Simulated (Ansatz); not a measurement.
`[CH3][In]([Br])[Br]` → `[CH2]` (triplet) + `[Br][InH][Br]`  (formal loss of a carbene)

Isolated molecules relaxed with PBE0-D4/def2-TZVP in Ansatz; ΔE leaves out vibrations. CBS: MP2 limit from def2 TZ/QZ plus the TZ coupled-cluster correction, frozen cores. This one scheme is used for every species. Functionals use def2-TZVPP. B3LYP here is the variant with VWN-RPA as its local correlation; programs differ in this. Triplets are unrestricted, without spin–orbit coupling. def2 core potentials past Kr. For Br, In outer-core shells are correlated without core-valence functions, which leaves a few kJ/mol of doubt a bond. Scalar relativity is left out up to krypton.

Q: Is it downhill or uphill in electronic energy at CCSD(T)/CBS, and by how much? (An estimate is asked.)

A: The calculation gave: Uphill: ΔE = +113.5 kcal/mol.

Q: What do these levels give: PBE-D4, r2SCAN-D4, B97M-V, PBE0-D4, ωB97X-V, B3LYP, LC-ωPBE, HF/def2-SVP, HF/def2-TZVPP, SCS-MP2/def2-TZVPP, MP2/def2-QZVPP, SCS-MP2/def2-QZVPP? (Best estimate.)

A: Ansatz gave: PBE-D4 113.8, r2SCAN-D4 107.0, B97M-V 110.2, PBE0-D4 111.4, ωB97X-V 114.0, B3LYP 108.6, LC-ωPBE 108.7, HF/def2-SVP 75.8, HF/def2-TZVPP 75.5, SCS-MP2/def2-TZVPP 114.3, MP2/def2-QZVPP 116.8, SCS-MP2/def2-QZVPP 116.3 kcal/mol.

Largest T1 diagnostic among the species: 0.011.

Leaving LDA and LC-ωPBE aside and taking each functional with its dispersion term where it has one, the values, not all of them listed here, spread over 8.3 kcal/mol, from r2SCAN0-D4 to ωB97X-V. LDA lies +15.3 kcal/mol from PBE without D4. From r2SCAN to r2SCAN0 (25 % exact exchange), in def2-TZVPP and without D4, ΔE moves by −1.4 kcal/mol.
